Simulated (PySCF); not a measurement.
## AsI at UHF-MP2

Level: UHF-MP2. basis As x2c-TZVPPall, I x2c-TZVPPall; spin-free X2C with a Gaussian nucleus; PySCF 2.14.

| Property | Result |
| --- | --- |
| state | ³Σ⁻ (triplet), unpaired electrons π ↑↑ |
| bond length | 2.480 Å |
| harmonic wavenumber | 262 cm⁻¹ |
| force constant | 1.90 mdyn/Å |
| rotational constant Be | 0.05817 cm⁻¹ |
| well depth De to As + I | 207 kJ/mol |
| dissociation energy D0 | 205 kJ/mol |

Correlated steps freeze 27 core orbitals. These are scalar-relativistic numbers at best; spin–orbit coupling would shift them, the dissociation energy most. The state was picked by a PBE0 search and need not be the measured ground state.
